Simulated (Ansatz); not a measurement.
Z-matrix (Å, degrees):
```
C
Ge 1 1.936
H 1 1.090 2 109.9
H 1 1.092 2 110.2 3 120.0
H 1 1.090 2 109.9 3 -120.0
F 2 1.748 1 106.4 3 59.8
H 2 1.538 1 113.5 3 175.4
H 2 1.538 1 113.5 3 -55.8
```

The species carries charge 0 and has multiplicity 1.

(1) List the PBE/def2-TZVPP orbital energies in eV (Ansatz). (An estimate is asked.)

## Answers

(1) The calculation gave: Occupied: -10804.94, -1338.24, -1191.67, -1191.65, -1191.64, -658.80, -269.10, -162.89, -114.41, -114.30, -114.28, -30.61, -30.16, -30.15, -30.08, -30.08, -27.71, -17.63, -13.45, -10.50, -10.44, -9.67, -9.34, -9.30, -7.81, -7.66. Lowest empty: -0.50, 0.28, 0.37, 1.52, 1.79, 2.31, 2.36, 4.30.
